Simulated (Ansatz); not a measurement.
CH₇ClN₂Si₂, SMILES [SiH2]1[Si@](N)(NC1)Cl.

Coordinates come from a B3LYP-D3(BJ)/def2-SVP optimisation. The structure was generated by enumeration; whether it is a known compound was not checked. The values are those of a single conformer.

Two levels are set side by side: PBE/def2-SVPD (Ansatz, a first-principles code) and CAM-B3LYP/def2-SVPD (Ansatz). Energy differences of separate SCF runs at the same geometry; the states with an electron removed or added have multiplicity 2 and 2. Differences are taken from unrounded values.

```csv
quantity,CAM-B3LYP
vertical ionisation energy (eV),9.11
vertical singlet–triplet gap (eV),5.66
```

### Question
What does PBE give, and how far is it from CAM-B3LYP? (An estimate is asked for; the answer gives what the named calculation found.)

### Answer

```tsv
quantity	PBE	PBE minus CAM-B3LYP
vertical ionisation energy (eV)	8.51	-0.60
vertical singlet–triplet gap (eV)	5.01	-0.65
```
